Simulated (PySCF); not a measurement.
# A search over the determinants of SnO⁺

Unrestricted PBE0; PySCF, scalar-relativistic core potentials, basis sets Sn def2-TZVPPD with ECP28, O def2-TZVPPD. Outer shells of the fragments: Sn+ 4d10 5s2 5p1; O 2s2 2p4.

Followed along the bond (rough minima from three points):

```tsv
2Ms+1	unpaired	⟨S²⟩ at the start	R at minimum (Å)	Te (eV)
2	π ↑	0.76	1.98	0.00
2	σ ↑	0.77	1.85	0.36
4	σ ↑, π ↑↑	3.77	none in the scan	≤ 3.18
```

Solutions found at the starting distance of 2.050 Å, counted from the lowest of them; the search is not exhaustive and high or unbound solutions are not listed, so other states can lie among these:

| 2Ms+1 | unpaired | term | E (eV) | ⟨S²⟩ | ⟨Lz²⟩ | μ (D) |
| --- | --- | --- | --- | --- | --- | --- |
| 2 | π ↑ | ²Π | 0.00 | 0.76 | 1.02 | -2.87 |
| 2 | σ ↑ | ²Σ⁺ | 0.70 | 0.77 | 0.00 | -3.98 |
| 4 | σ ↑, π ↑↑ | mixed | 3.25 | 3.77 | 2.01 | -0.74 |
| 4 | σ ↑, π ↑↑ | mixed | 3.41 | 3.77 | 2.01 | -0.71 |
| 2 | σ ↑, π ↑↓ | mixed | 3.70 | 1.77 | 2.01 | -0.26 |
| 4 | π ↑↑↑ | ⁴Π | 3.72 | 3.76 | 1.01 | 1.86 |
| 2 | σ ↓, π ↑↑ | mixed | 4.04 | 1.77 | 2.01 | -0.62 |
| 4 | σ ↑↑, π ↑ | ⁴Π | 5.53 | 3.76 | 1.01 | 0.12 |
| 4 | σ ↑, π ↑↑ | ⁴Σ⁻ | 5.88 | 3.76 | 0.00 | 2.09 |

A term symbol is given only where ⟨S²⟩ and ⟨Lz²⟩ are close to those of a pure state; real π, δ and φ orbitals otherwise mix terms. A positive dipole points towards O; it is taken about the centre of mass and depends on that origin.

Compare the gap between the two lowest followed solutions at the starting distance with the gap between their minima.

At PBE0 the second solution (doublet, unpaired electrons σ ↑) lies +0.70 eV from the first (doublet, unpaired electrons π ↑) at 2.050 Å and +0.36 eV at the minima; the two curves relax by different amounts, since their minima lie near 1.85 and 1.98 Å.

Spin–orbit coupling is left out. Counting both spins, an empty level lies below a filled one in some of these solutions, because spin and occupation are held.
